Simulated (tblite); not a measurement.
Compound: C6H11B.
Numbering: `[BH2:1][CH2:2][CH2:3][CH2:4][CH2:5][C:6]#[CH:7]` (hydrogens: H8, H9 on B1; H10, H11 on C2; H12, H13 on C3; H14, H15 on C4; H16, H17 on C5; H18 on C7)

Computed with GFN2-xTB (tblite), gas phase: L-BFGS steps from a force-field or distance-geometry start until the largest atomic force falls under 0.01 eV/Å.

Step 0: E = -533.2643 eV
```
atom  x, y, z in Å  |  force x, y, z in eV/Å
B1      3.3216    0.2270    0.3198   -0.312   0.223   0.084
C2      1.8572    0.7614   -0.0816    1.218  -0.178   0.308
C3      0.8015   -0.2991    0.2400   -0.668   0.052   0.123
C4     -0.6037    0.2218   -0.1524    0.158  -0.009   0.425
C5     -1.6745   -0.8376    0.1715   -0.559   0.286  -0.289
C6     -3.0078   -0.3366   -0.2070    0.089  -0.152   0.123
C7     -4.0945    0.0775   -0.5106    0.351  -0.150   0.110
H8      4.1586    0.1372   -0.5006   -0.090  -0.016   0.158
H9      3.5610   -0.0617    1.4415   -0.101   0.045  -0.322
H10     1.8499    0.9969   -1.1520   -0.347   0.105   0.253
H11     1.6555    1.6835    0.5015   -0.081  -0.438  -0.391
H12     1.0066   -1.2283   -0.3338   -0.044   0.473   0.405
H13     0.8045   -0.5341    1.3335    0.082   0.095  -0.819
H14    -0.6191    0.4530   -1.2332   -0.055  -0.022   0.494
H15    -0.8265    1.1524    0.4295    0.159  -0.635  -0.537
H16    -1.4737   -1.7643   -0.3974   -0.066   0.311   0.240
H17    -1.6700   -1.0720    1.2522   -0.005   0.083  -0.420
H18    -5.0554    0.4292   -0.7725    0.273  -0.073   0.053
```

**Question.** Estimate the geometry and energy of step 1. (The exact step hangs on the optimiser's Hessian estimate; all steps are aligned on step 0, rigid shifts and turns removed.)

**Answer.** E = -533.3312 eV, largest force 0.488 eV/Å
```
atom  x, y, z in Å  |  force x, y, z in eV/Å
B1      3.3171    0.2302    0.3210    0.017   0.106   0.047
C2      1.8746    0.7589   -0.0772    0.419  -0.237   0.083
C3      0.7920   -0.2984    0.2417   -0.118   0.214  -0.046
C4     -0.6014    0.2217   -0.1463   -0.015  -0.144   0.086
C5     -1.6825   -0.8335    0.1674   -0.165   0.177  -0.098
C6     -3.0065   -0.3388   -0.2052    0.154  -0.145   0.113
C7     -4.0895    0.0753   -0.5091   -0.057   0.007  -0.005
H8      4.1573    0.1370   -0.4983   -0.104  -0.008   0.169
H9      3.5595   -0.0610    1.4369   -0.089   0.023  -0.212
H10     1.8450    0.9984   -1.1484   -0.252   0.067   0.278
H11     1.6544    1.6773    0.4960   -0.035  -0.319  -0.267
H12     1.0059   -1.2216   -0.3281   -0.062   0.334   0.297
H13     0.8057   -0.5327    1.3218    0.045   0.033  -0.452
H14    -0.6199    0.4527   -1.2262   -0.032  -0.015   0.423
H15    -0.8242    1.1433    0.4218    0.084  -0.318  -0.295
H16    -1.4747   -1.7598   -0.3940   -0.067   0.243   0.156
H17    -1.6701   -1.0708    1.2462   -0.041   0.077  -0.347
H18    -5.0515    0.4282   -0.7718    0.321  -0.095   0.071
```

The energy changes by -0.0668 eV. The first-order estimate −F·Δx gives -0.0896 eV and the mean of the old and new forces, exact on a quadratic surface, -0.0666 eV. The step makes an angle of 0° with the force vector and moves no atom by more than 0.018 Å.

The cost below is that of the whole relaxation. Hardware: one thread, Intel Xeon at 2.50 GHz (x86_64), no GPU (shared host). Cost: 1.7 s wall, 1.5 s CPU.
